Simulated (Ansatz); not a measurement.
`[NH2][Ta]([NH2])([NH2])=[S]` + gallium trichloride → `[NH2][Ta]([NH2])(=[S])[Cl]` + `[NH2][Ga]([Cl])[Cl]`  (redistribution)

Isolated molecules relaxed with PBE0-D4/def2-TZVP in Ansatz; ΔE leaves out vibrations. CCSD(T)/CBS is the MP2 limit (def2-TZVPP, def2-QZVPP) plus CCSD(T) − MP2 in def2-TZVPP, frozen cores. def2 core potentials past Kr. For Ga, Ta outer-core shells are correlated without core-valence functions, which leaves a few kJ/mol of doubt a bond. Scalar relativity is left out up to krypton. One conformer a species, not always the lowest.

| species | SCS-MP2/def2-TZVPP energy (Eh) |
| --- | --- |
| `[NH2][Ta]([NH2])([NH2])=[S]` | -622.22597 |
| `[Cl][Ga]([Cl])[Cl]` | -3302.71183 |
| `[NH2][Ta]([NH2])(=[S])[Cl]` | -1026.10493 |
| `[NH2][Ga]([Cl])[Cl]` | -2898.84374 |

Work out ΔE.

ΔE = (-1026.10493) + (-2898.84374) − (-622.22597) − (-3302.71183) = -0.01087 Eh = -28.5 kJ/mol. CCSD(T)/CBS gives -25.2 kJ/mol.

What do rigid-rotor, harmonic-oscillator terms from PBE0-D4/def2-TZVP frequencies (298.15 K, 1 bar) make of the CCSD(T)/CBS value? (An estimate is asked.)

Ansatz gave: ΔZPE = -0.1 kJ/mol, ΔH = -24.1 kJ/mol, ΔS = 33 J/(mol·K), ΔG = -33.9 kJ/mol. Modes under 50 cm⁻¹ make the entropy rough.

Largest T1 diagnostic among the species: 0.020, so the coupled-cluster value is less sure than usual.

At CCSD(T), def2-SVP lies +7.9 kJ/mol from the extrapolated value and def2-TZVPP +2.7 kJ/mol. Leaving LDA and LC-ωPBE aside and taking each functional with its dispersion term where it has one, the values, not all of them listed here, spread over 6.8 kJ/mol, from PBE-QIDH to ωB97M-V. LDA lies −4.5 kJ/mol from PBE without D4.
